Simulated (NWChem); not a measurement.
The numbers come from NWChem runs, not from measurements. System: C2H5O2, charge 0, spin multiplicity 2, at a geometry optimised with UB3LYP/def2-SVP. The structure started from a generated list of species. Its SCF solution wasn't tested for a lower state. Level: UHF/def2-TZVP.

Input file:

```
start mol
memory heap 200 mb stack 900 mb global 1100 mb
geometry units angstroms nocenter noautoz noautosym
  O      1.416364     0.010351     0.748833
  C      0.831291    -0.340780    -0.406496
  C     -0.728204    -0.436895    -0.189889
  O     -1.349743     0.775178     0.086556
  H      0.983249     0.397545    -1.230460
  H      1.129728    -1.352802    -0.767426
  H     -0.912675    -1.104532     0.664876
  H     -1.117887    -0.928027    -1.104865
  H     -1.233908     1.369636    -0.666927
end
basis spherical
  * library def2-tzvp
end
scf
  uhf
  nopen 1
  maxiter 100
  thresh 1e-7
  semidirect memsize 60000000 filesize 0
  # guess.movecs holds the orbitals of an unrestricted PBE0 run
  vectors input guess.movecs output mol.movecs
end
task scf energy
```

Part of the output:

```
             Northwest Computational Chemistry Package (NWChem) 7.3.0
             --------------------------------------------------------

                                NWChem Input Module
                                -------------------

 Scaling coordinates for geometry "geometry" by  1.889725989
 (inverse scale =  0.529177249)

                             Geometry "geometry" -> ""
                             -------------------------

 Output coordinates in angstroms (scale by  1.889725989 to convert to a.u.)

  No.       Tag          Charge          X              Y              Z
 ---- ---------------- ---------- -------------- -------------- --------------
    1 O                    8.0000     1.41636400     0.01035100     0.74883300
    2 C                    6.0000     0.83129100    -0.34078000    -0.40649600
    3 C                    6.0000    -0.72820400    -0.43689500    -0.18988900
    4 O                    8.0000    -1.34974300     0.77517800     0.08655600
    5 H                    1.0000     0.98324900     0.39754500    -1.23046000
    6 H                    1.0000     1.12972800    -1.35280200    -0.76742600
    7 H                    1.0000    -0.91267500    -1.10453200     0.66487600
    8 H                    1.0000    -1.11788700    -0.92802700    -1.10486500
    9 H                    1.0000    -1.23390800     1.36963600    -0.66692700

 Effective nuclear repulsion energy (a.u.)     123.5584966822

            Nuclear Dipole moment (a.u.)
            ----------------------------
        X                 Y               Z
 ---------------- ---------------- ----------------
    -0.0000056692     0.0000037795     0.0000000000


 Summary of "ao basis" -> "" (spherical)
 ------------------------------------------------------------------------------
       Tag                 Description            Shells   Functions and Types
 ---------------- ------------------------------  ------  ---------------------
 *                         def2-tzvp                  on all atoms

 Summary of "ao basis" -> "ao basis" (spherical)
 ------------------------------------------------------------------------------
       Tag                 Description            Shells   Functions and Types
 ---------------- ------------------------------  ------  ---------------------
 O                         def2-tzvp                11       31   5s3p2d1f
 C                         def2-tzvp                11       31   5s3p2d1f
 H                         def2-tzvp                 4        6   3s1p

                                 NWChem SCF Module
                                 -----------------

  ao basis        = "ao basis"
  functions       =   154
  atoms           =     9
  alpha electrons =    17
  beta  electrons =    16
  charge          =   0.00
  wavefunction    = UHF
  use symmetry    = F
  symmetry adapt  = F

 Summary of "ao basis" -> "ao basis" (spherical)
 ------------------------------------------------------------------------------
       Tag                 Description            Shells   Functions and Types
 ---------------- ------------------------------  ------  ---------------------
 O                         def2-tzvp                11       31   5s3p2d1f
 C                         def2-tzvp                11       31   5s3p2d1f
 H                         def2-tzvp                 4        6   3s1p

 Forming initial guess at       0.1s

 Starting SCF solution at       0.1s

 ----------------------------------------------
[...]
   132      0.167649  6 H  s                 38     -0.159446  2 C  py

 Vector   17  Occ=0.000000D+00  E= 8.567042D-02
              MO Center=  7.5D-01, -1.8D-01, -1.8D-02, r^2= 4.3D+00
   Bfn.  Coefficient  Atom+Function         Bfn.  Coefficient  Atom+Function
  ----- ------------  ---------------      ----- ------------  ---------------
    67      2.040642  3 C  s                145     -1.128811  8 H  s
   127     -0.691541  5 H  s                133     -0.621640  6 H  s
    43      0.559569  2 C  px               139     -0.496710  7 H  s
    36      0.413918  2 C  s                151     -0.396163  9 H  s
    76     -0.369484  3 C  pz                12      0.338869  1 O  px

 Vector   18  Occ=0.000000D+00  E= 1.416003D-01
              MO Center= -3.3D-01,  1.1D+00, -9.2D-01, r^2= 5.1D+00
   Bfn.  Coefficient  Atom+Function         Bfn.  Coefficient  Atom+Function
  ----- ------------  ---------------      ----- ------------  ---------------
    36      1.660470  2 C  s                151     -1.447691  9 H  s
   127     -1.336647  5 H  s                145     -0.706874  8 H  s
    67      0.691346  3 C  s                 98      0.678166  4 O  s
    45     -0.547663  2 C  pz               133     -0.380641  6 H  s
    66     -0.378168  3 C  s                106      0.344402  4 O  py

 Vector   19  Occ=0.000000D+00  E= 1.713526D-01
              MO Center=  1.3D-01, -1.0D+00, -5.9D-01, r^2= 7.1D+00
   Bfn.  Coefficient  Atom+Function         Bfn.  Coefficient  Atom+Function
  ----- ------------  ---------------      ----- ------------  ---------------
    36      3.127892  2 C  s                133     -2.387004  6 H  s
   139     -1.467078  7 H  s                 67      1.084783  3 C  s
   145     -1.051433  8 H  s                 98     -0.970808  4 O  s
   151      0.887672  9 H  s                 74     -0.820598  3 C  px
    44     -0.801287  2 C  py               127     -0.726051  5 H  s

 center of mass
 --------------
 x =   0.03536563 y =   0.04959025 z =   0.09525445

 moments of inertia (a.u.)
 ------------------
         124.415516952936          60.352763226101         -42.896085154426
          60.352763226101         347.637165690811         -13.213853797393
         -42.896085154426         -13.213853797393         360.685530321783

  Mulliken analysis of the total density
  --------------------------------------

    Atom       Charge   Shell Charges
 -----------   ------   -------------------------------------------------------
    1 O    8     8.25   0.79  1.18  0.60  1.00  0.33  1.78  1.88  0.66  0.00  0.03  0.00
    2 C    6     5.95   0.85  1.12  0.48  0.63  0.07  1.21  1.23  0.19  0.03  0.10  0.01
    3 C    6     5.94   0.85  1.12  0.48  0.64  0.05  1.19  1.24  0.21  0.03  0.11  0.01
    4 O    8     8.52   0.79  1.18  0.56  0.96  0.31  1.86  2.06  0.78  0.00  0.03  0.00
    5 H    1     0.94   0.26  0.52  0.14  0.02
    6 H    1     0.92   0.26  0.51  0.13  0.02
    7 H    1     0.90   0.27  0.50  0.11  0.02
    8 H    1     0.92   0.27  0.51  0.12  0.02
    9 H    1     0.67   0.25  0.34  0.04  0.05

  Mulliken analysis of the alpha density
  --------------------------------------

    Atom       Charge   Shell Charges
 -----------   ------   -------------------------------------------------------
    1 O    8     4.62   0.40  0.59  0.31  0.51  0.16  1.11  1.15  0.37  0.00  0.01  0.00
    2 C    6     2.90   0.43  0.56  0.24  0.31  0.03  0.58  0.58  0.08  0.02  0.06  0.01
    3 C    6     3.02   0.43  0.56  0.25  0.32  0.02  0.61  0.64  0.10  0.02  0.06  0.01
    4 O    8     4.26   0.40  0.59  0.28  0.48  0.15  0.93  1.03  0.39  0.00  0.02  0.00
    5 H    1     0.48   0.13  0.26  0.07  0.01
    6 H    1     0.47   0.14  0.26  0.07  0.01
    7 H    1     0.45   0.13  0.25  0.05  0.01
    8 H    1     0.46   0.13  0.26  0.06  0.01
    9 H    1     0.34   0.12  0.17  0.02  0.02

   Mulliken analysis of the beta density
   -------------------------------------

    Atom       Charge   Shell Charges
 -----------   ------   -------------------------------------------------------
    1 O    8     3.63   0.40  0.59  0.29  0.49  0.17  0.67  0.73  0.28  0.00  0.01  0.00
    2 C    6     3.04   0.43  0.56  0.24  0.33  0.04  0.63  0.65  0.10  0.02  0.05  0.00
    3 C    6     2.92   0.43  0.56  0.23  0.31  0.03  0.57  0.60  0.11  0.02  0.06  0.01
    4 O    8     4.26   0.40  0.59  0.28  0.48  0.15  0.93  1.03  0.39  0.00  0.02  0.00
    5 H    1     0.46   0.13  0.25  0.07  0.01
    6 H    1     0.45   0.13  0.25  0.06  0.01
    7 H    1     0.45   0.13  0.25  0.05  0.01
    8 H    1     0.45   0.13  0.25  0.06  0.01
    9 H    1     0.34   0.12  0.17  0.02  0.02

   Mulliken analysis of the spin density
   -------------------------------------

    Atom       Charge   Shell Charges
 -----------   ------   -------------------------------------------------------
    1 O    8     0.99   0.00 -0.00  0.02  0.02 -0.01  0.44  0.42  0.09 -0.00 -0.00 -0.00
    2 C    6    -0.14  -0.00  0.00 -0.01 -0.02 -0.01 -0.04 -0.07 -0.02  0.00  0.01  0.00
    3 C    6     0.10   0.00 -0.00  0.01  0.01 -0.01  0.04  0.04 -0.00  0.00  0.00  0.00
    4 O    8     0.00  -0.00  0.00 -0.00 -0.00  0.00 -0.00 -0.00  0.00  0.00  0.00  0.00
    5 H    1     0.02   0.00  0.01  0.01 -0.00
    6 H    1     0.03   0.01  0.01  0.01 -0.00
    7 H    1    -0.01  -0.00 -0.00 -0.00  0.00
    8 H    1     0.01   0.00  0.00  0.01  0.00
    9 H    1     0.00   0.00  0.00  0.00 -0.00

       Multipole analysis of the density wrt the origin
       ------------------------------------------------

     L   x y z        total         alpha         beta         nuclear
     -   - - -        -----         -----         ----         -------
     0   0 0 0      0.000000    -17.000000    -16.000000     33.000000

     1   1 0 0     -0.107894     -1.253759      1.145870     -0.000006
     1   0 1 0     -0.287545     -0.113203     -0.174345      0.000004
     1   0 0 1     -1.133294     -1.172739      0.039445      0.000000

     2   2 0 0    -20.778150    -92.464496    -84.723913    156.410259
     2   1 1 0      0.066498     15.762129     15.821810    -31.517441
     2   1 0 1     -0.188556    -11.944602     -8.695070     20.451116
     2   0 2 0    -16.689289    -31.053277    -30.614842     44.978831
     2   0 1 1     -1.650536     -4.227375     -4.044757      6.621596
     2   0 0 2    -17.969182    -27.984412    -25.567841     35.583071

 Task  times  cpu:      123.3s     wall:      123.3s

 Total times  cpu:      123.3s     wall:      123.3s
```
